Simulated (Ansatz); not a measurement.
C$_{3}$H$_{5}$ClSi (`ClCC1=C[SiH2]1`), relaxed with RKS PBE-D4/def2-SVP in Ansatz from a rough embedded geometry. The force threshold is 0.03 eV/Å; the program also tests the step.

The species carries charge 0 and has multiplicity 1.

Start:

```xyz
10

Cl   -1.672   -0.739   -1.869
C    -0.029   -0.836   -1.295
C     0.153    0.036   -0.172
C     0.766    1.009    0.424
Si   -0.393    0.339    1.493
H     0.138   -1.883   -1.048
H     0.636   -0.566   -2.079
H     1.561    1.710    0.180
H     0.279   -0.387    2.603
H    -1.439    1.318    1.763
```

Q: How much energy does the relaxation release, and in how many steps? (Estimate.)

A: Ansatz gave: 0.77 eV, in 6 steps.

Q: Which bonds change most? (Best estimate.)

A: The calculation gave: C4–Si5 from 1.713 to 1.841 Å; Cl1–C2 from 1.743 to 1.809 Å; C3–Si5 from 1.778 to 1.840 Å; C3–C4 from 1.295 to 1.347 Å.

Q: Give the relaxed structure. (An estimate is asked.)

A: The calculation gave: 
```xyz
10

Cl   -1.762   -0.990   -1.803
C    -0.023   -0.802   -1.342
C     0.130   -0.002   -0.102
C     0.924    0.973    0.381
Si   -0.356    0.474    1.607
H     0.379   -1.825   -1.193
H     0.499   -0.340   -2.205
H     1.782    1.560    0.016
H    -0.015   -0.385    2.789
H    -1.557    1.337    1.853
```
